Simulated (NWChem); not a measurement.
Hg

All runs: NWChem. def2 effective core potentials on Hg; no spin-orbit coupling. Total energies compare along this basis series because the functional is fixed.

```
level            basis functions  energy (Ha)  highest occupied level (eV)  orbital gap (eV)
---------------  ---------------  -----------  ---------------------------  ----------------
PBE0/def2-SVP                 32    -153.5102                        -7.52              7.51
PBE0/def2-SVPD                35    -153.5102                        -7.52              7.51
PBE0/def2-TZVP                43    -153.5149                        -7.53              7.10
PBE0/def2-TZVPD               46    -153.5149                        -7.53              7.09
PBE0/def2-TZVPP               59    -153.5149                        -7.53              7.10
PBE0/def2-QZVP                72    -153.5152                        -7.53              7.10
```
